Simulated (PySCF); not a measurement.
Mo(O)(Cl)4, Cl₄MoO, SMILES [O]=[Mo]([Cl])([Cl])([Cl])[Cl], PBE0/def2-SVP optimised geometry.

```
6

Mo    -0.56    -0.01     0.00
O     -0.64    -0.15    -1.66
Cl    -0.45     0.17     2.37
Cl    -1.69    -1.94     0.31
Cl     1.69    -0.01     0.00
Cl    -1.68     1.94     0.00
```

Density from PBE0/def2-TZVP, def2 effective core potentials past Kr (PySCF) at that geometry. The core electrons that the potentials of Mo replace are not part of the density.

Minimum of the electron density along straight lines between bonded atoms, close to the bond critical point (lines longer than 1.1 times the sum of covalent radii, or with two minima, are not listed):

```tsv
bond	length / Å	ρ at the minimum / e bohr⁻³	∇²ρ there / e bohr⁻⁵	position (fraction from the first atom)
Mo1–Cl3	2.377	0.084	0.22	0.48
Mo1–Cl4	2.249	0.117	0.17	0.49
Mo1–Cl5	2.249	0.117	0.17	0.49
Mo1–Cl6	2.248	0.118	0.17	0.49
```
